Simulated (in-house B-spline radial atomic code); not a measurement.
Mn¹³⁺. Computed with a B-spline radial atomic code. Model: all-electron spherical atom, spin shells full or empty, radial basis limit, no spin-orbit coupling: exact exchange with a local potential (Slater, KLI or optimised effective potential, whose far tail is KLI's), no correlation.

The run also made RPA and GW results, which its time includes.

The Slater potential averages the orbital exchange potentials with the orbital densities as weights, KLI adds orbital constants, and the optimised effective potential minimises the exact-exchange energy among local potentials. So their energies lie above Hartree-Fock in the order OEP, KLI, Slater. All fall off as −1/r, unlike LDA and GGA exchange.

Command:
```bash
python run_gw.py task.json out
```
Settings (lengths in bohr, energies in hartree):
```
Z                      25
electrons              12
configuration          [Ne] 3s2
hamiltonian            nr
method                 kli
lmax                   9
spin_polarised         False
box_radius             5.53
intervals              64
ion_configuration      [Ne] 3s1
```

Cost of the run: 5.3 s on 1 thread of Arm Neoverse N1 (shared host).

Given: hamiltonian non-relativistic; mean-field start exchange-only KLI.

Computed: energy above Hartree-Fock 5.1437 millihartree; virial ratio -E/T less 1 -0.00032.

```json
{"radius (bohr)": "0.002", "r times exchange potential (hartree bohr)": "-0.040653"}
{"radius (bohr)": "0.0024", "r times exchange potential (hartree bohr)": "-0.04874"}
{"radius (bohr)": "0.00289", "r times exchange potential (hartree bohr)": "?"}
{"radius (bohr)": "0.00347", "r times exchange potential (hartree bohr)": "-0.070254"}
{"radius (bohr)": "0.00417", "r times exchange potential (hartree bohr)": "-0.084219"}
{"radius (bohr)": "0.00502", "r times exchange potential (hartree bohr)": "-0.10102"}
{"radius (bohr)": "0.00603", "r times exchange potential (hartree bohr)": "-0.12074"}
{"radius (bohr)": "0.00725", "r times exchange potential (hartree bohr)": "-0.14417"}
{"radius (bohr)": "0.00871", "r times exchange potential (hartree bohr)": "-0.17155"}
{"radius (bohr)": "0.0105", "r times exchange potential (hartree bohr)": "-0.20406"}
{"radius (bohr)": "0.0126", "r times exchange potential (hartree bohr)": "-0.24052"}
{"radius (bohr)": "0.0151", "r times exchange potential (hartree bohr)": "?"}
{"radius (bohr)": "0.0182", "r times exchange potential (hartree bohr)": "-0.32808"}
{"radius (bohr)": "0.0218", "r times exchange potential (hartree bohr)": "-0.37655"}
{"radius (bohr)": "0.0263", "r times exchange potential (hartree bohr)": "-0.42851"}
{"radius (bohr)": "0.0316", "r times exchange potential (hartree bohr)": "-0.4779"}
{"radius (bohr)": "0.0379", "r times exchange potential (hartree bohr)": "-0.52139"}
{"radius (bohr)": "0.0456", "r times exchange potential (hartree bohr)": "-0.55511"}
{"radius (bohr)": "0.0548", "r times exchange potential (hartree bohr)": "-0.57326"}
{"radius (bohr)": "0.0659", "r times exchange potential (hartree bohr)": "-0.57431"}
{"radius (bohr)": "0.0792", "r times exchange potential (hartree bohr)": "-0.56704"}
{"radius (bohr)": "0.0952", "r times exchange potential (hartree bohr)": "-0.58021"}
{"radius (bohr)": "0.114", "r times exchange potential (hartree bohr)": "-0.64545"}
{"radius (bohr)": "0.137", "r times exchange potential (hartree bohr)": "-0.76232"}
{"radius (bohr)": "0.165", "r times exchange potential (hartree bohr)": "-0.89542"}
{"radius (bohr)": "0.199", "r times exchange potential (hartree bohr)": "-1.0098"}
{"radius (bohr)": "0.239", "r times exchange potential (hartree bohr)": "-1.0774"}
{"radius (bohr)": "0.287", "r times exchange potential (hartree bohr)": "-1.0827"}
{"radius (bohr)": "0.345", "r times exchange potential (hartree bohr)": "-1.0143"}
{"radius (bohr)": "0.414", "r times exchange potential (hartree bohr)": "-0.87826"}
{"radius (bohr)": "0.498", "r times exchange potential (hartree bohr)": "-0.75378"}
{"radius (bohr)": "0.599", "r times exchange potential (hartree bohr)": "-0.78723"}
{"radius (bohr)": "0.72", "r times exchange potential (hartree bohr)": "-0.88841"}
{"radius (bohr)": "0.865", "r times exchange potential (hartree bohr)": "-0.95625"}
{"radius (bohr)": "1.04", "r times exchange potential (hartree bohr)": "-0.98742"}
{"radius (bohr)": "1.25", "r times exchange potential (hartree bohr)": "-0.99762"}
{"radius (bohr)": "1.5", "r times exchange potential (hartree bohr)": "-0.99979"}
```

Problem. What belongs in the row 0.00289?

Solution. r times exchange potential (hartree bohr): -0.058615.

Problem. What belongs in the row 0.0151?

Solution. r times exchange potential (hartree bohr): -0.2814.

| occupied | level (hartree) | Hartree-Fock level (hartree) |
| --- | --- | --- |
| 1s | -249.29 | -255 |
| 2s | -41.335 | -42.857 |
| 2p | ? | ? |
| 3s | -14.627 | -14.63 |

Problem. What belongs in the row 2p?

Solution. level (hartree): -37.613; Hartree-Fock level (hartree): -38.609.

| empty | level (hartree) |
| --- | --- |
| 3p | -13.483 |
| 3d | ? |
| 4s | -7.5652 |
| 4p | -7.1188 |
| 4d | -6.5164 |
| 4f | -6.1752 |

Problem. What belongs in the row 3d?

Solution. level (hartree): -11.82.

The highest level, 3s, differs from Hartree-Fock by +0.082 eV and the deepest, 1s, by +155 eV: a local potential can match the highest level but can't give each shell its own exchange.
